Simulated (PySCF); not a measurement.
Delta-SCF ions had no search for a lower state. Excitations are Tamm–Dancoff values on a coarser integration grid. The basis has no diffuse functions, so Rydberg states are missing or too high.

# CH6Si2, SMILES `C=[SiH][SiH3]` (charge 0, multiplicity 1)

The numbers are results of PySCF with ωB97X-D3(BJ)/def2-TZVP // B3LYP-D3(BJ)/def2-TZVP, not measurements.

| Property | Value |
|---|---|
| HOMO | -8.82 eV |
| dipole moment | 0.89 D |
| LUMO | 0.46 eV |
| HOMO–LUMO gap | 9.28 eV |
| S1 excitation (TDA) | 5.31 eV |
| S1 oscillator strength | 0.376 |
| brightest of the four lowest singlets (TDA) | 5.31 eV |
| T1 excitation (TDA) | 2.59 eV |
| S1–T1 gap (TDA) | 2.72 eV |
| vertical ionisation energy (Delta-SCF) | 8.53 eV |
| total energy | -620.7478 Ha |
| cost | very roughly 110 core-seconds |

Bonded distances (Å): C1–Si2 1.709, C1–H4 1.083, C1–H5 1.083, Si2–Si3 2.326, Si2–H6 1.480, Si3–H7 1.483, Si3–H8 1.481, Si3–H9 1.483. Angles (°): Si2–C1–H4 123.2, Si2–C1–H5 121.7, H4–C1–H5 115.2, C1–Si2–Si3 121.6, C1–Si2–H6 119.7, Si3–Si2–H6 118.7, Si2–Si3–H7 110.8, Si2–Si3–H8 108.1, Si2–Si3–H9 110.8, H7–Si3–H8 109.5, H7–Si3–H9 108.2, H8–Si3–H9 109.5.
